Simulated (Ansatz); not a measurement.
Geometry optimisation, RKS B3LYP-D4/6-31G* in Ansatz.

Input file:

```yaml
crystal:
  periodic: [false, false, false]
  atoms:
    - { symbol: B, position_ang: [0.2762, 1.863, -0.215] }
    - { symbol: C, position_ang: [0.1571, 0.4037, 0.1992] }
    - { symbol: "N", position_ang: [-0.33553, -0.65775, -0.3656] }
    - { symbol: B, position_ang: [-0.14027, -1.56903, 0.78958] }
    - { symbol: C, position_ang: [0.50254, -0.36707, 1.41876] }
    - { symbol: H, position_ang: [0.7083, 2.7232, 0.4962] }
    - { symbol: H, position_ang: [-0.1758, 2.2455, -1.2703] }
    - { symbol: H, position_ang: [-0.26186, -2.70566, 1.06306] }
    - { symbol: H, position_ang: [1.60023, -0.44951, 1.50301] }
    - { symbol: H, position_ang: [-0.06013, -0.0437, 2.27604] }
basis:
  gaussian: { orbitals: "6-31G*" }
hamiltonian:
  xc: b3lyp
  dispersion: d4
relax:
  f_tol: 0.015
  max_steps: 40
```

Command:

```bash
$ ansatz run input.yaml --threads 1 --pin off --max-ram 2048MiB --backend cpu --events-out ev --progress --plain --runs-dir out
```

Task: Where does it end, and by what steps?

Result: The run converged. After 20 steps the energy has fallen by 1.634 eV; H6 moved furthest, 1.49 Å. Joined: C2–B4 (2.08 → 1.79 Å).

| step | energy less start (eV) | largest force component (eV/Å) | accepted |
| --- | --- | --- | --- |
| 0 | 0.0000 | 5.467 | yes |
| 1 | -1.1033 | 1.094 | yes |
| 2 | -1.1040 | 1.232 | yes |
| 3 | -1.1804 | 1.700 | yes |
| 4 | -1.2738 | 0.664 | yes |
| 5 | -1.3219 | 0.665 | yes |
| 6 | -1.3685 | 0.282 | yes |
| 7 | -1.3972 | 0.360 | yes |
| 8 | -1.4168 | 0.335 | yes |
| 9 | -1.4544 | 0.556 | yes |
| 10 | -1.5023 | 0.466 | yes |
| 11 | -1.5148 | 0.810 | yes |
| 12 | -1.5873 | 0.394 | yes |
| 13 | -1.6131 | 0.354 | yes |
| 14 | -1.6068 | 0.493 | no |
| 15 | -1.6289 | 0.197 | yes |
| 16 | -1.6316 | 0.141 | yes |
| 17 | -1.6331 | 0.076 | yes |
| 18 | -1.6338 | 0.026 | yes |
| 19 | -1.6338 | 0.025 | yes |
| 20 | -1.6339 | 0.014 | yes |

```xyz
10
Properties=species:S:1:pos:R:3
B 0.051 1.718 -0.198
C 0.376 0.249 0.177
N 0.013 -0.776 -0.585
B -0.193 -1.354 0.735
C 0.825 -0.382 1.489
H -0.728 2.335 0.463
H 0.577 2.218 -1.144
H -1.133 -1.990 1.101
H 1.870 -0.686 1.415
H 0.613 0.109 2.443
```

Whether the end is a true minimum wasn't checked by a vibrational analysis.

Run time: 2.8 min on 1 thread of AMD EPYC (Zen 3) (shared host), peak memory 0.17 GiB.
